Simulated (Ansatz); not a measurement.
Cost against result

Saddle point of Si2H5ClF2, singlet (Si₂H₄F₂ ([F][SiH]([F])[SiH3]) + HCl → SiHClF₂ ([F][SiH]([F])[Cl]) + SiH₄; bonds formed: Si1–Cl7, Si2–H6; bonds broken: Si1–Si2, H6–Cl7), PBE0-D4/def2-TZVP structure:

```xyz
10
angstrom
Si -0.7323 0.9517 -0.0160
Si 0.4979 -1.3071 -0.1845
F -1.8527 0.0130 -0.6974
F -1.3923 1.2441 1.3870
H -0.5805 2.0259 -0.9935
H 0.8354 0.3749 0.3575
Cl 1.4356 1.8194 0.9074
H 1.8830 -1.5362 0.2913
H -0.4845 -2.0897 0.5949
H 0.3903 -1.4959 -1.6468
```

Barriers are electronic and count from the start structure reached by relaxing down the imaginary mode.

Ansatz 0.2.0; basis: as named in each row; cores frozen in the correlated methods. B3LYP uses VWN-RPA correlation. Extrapolation: Hartree–Fock as exp(−7.88 √X), correlation as X^−2.97.

Times are rough, for one single point on 8 threads of a shared host (Oxide Virtual Turin-like).

The estimate by CCSD(T) at an estimated basis limit (MP2 extrapolated from triple and quadruple zeta, plus CCSD(T) − MP2 in triple zeta) is 158.9 kJ/mol.

```csv
method,basis,time (s),barrier (kJ/mol),method less estimate
HF,STO-3G,under 1,338.9,180.1
PBE-D4,STO-3G,under 1,170.0,11.1
SPW92,def2-SVP,under 1,100.2,-58.7
PBE-D4,def2-SVP,under 1,128.9,-29.9
B3LYP-D4,6-31G,under 1,203.4,44.5
PBE0-D4,def2-SVP,1,150.7,-8.2
SPW92,def2-TZVPP,1,90.9,-68.0
PBE-D4,def2-TZVPP,1,119.2,-39.6
BLYP-D4,def2-TZVPP,2,138.4,-20.5
B3LYP-D4,def2-TZVPP,2,152.3,-6.6
BHLYP-D4,def2-TZVPP,2,174.0,15.2
r2SCAN-D4,def2-TZVPP,2,126.0,-32.9
PBE0-D4,def2-TZVPP,2,138.2,-20.6
wB97M-V,def2-SVP,2,163.5,4.6
r2SCAN0-D4,def2-TZVPP,2,141.0,-17.9
RPA on PBE,def2-TZVPP,2,168.4,9.5
CAM-B3LYP-D4,def2-TZVPP,3,163.3,4.4
CCSD(T),def2-SVP,3,199.1,40.2
PBE-QIDH,def2-TZVPP,3,152.9,-6.0
B2PLYP,def2-TZVPP,3,160.1,1.2
B97M-V,def2-TZVPP,4,144.8,-14.1
wB97X-V,def2-TZVPP,4,162.2,3.3
wB97M-V,def2-TZVPP,4,152.2,-6.7
MP2,def2-QZVPP,11,151.3,-7.6
CCSD(T),def2-TZVPP,57,167.2,8.3
```

All methods are single points on the PBE0-D4 structures.

The T1 diagnostic stays at or below 0.014.

Labels in which every atom is bracketed show which atoms are joined, not bond orders.
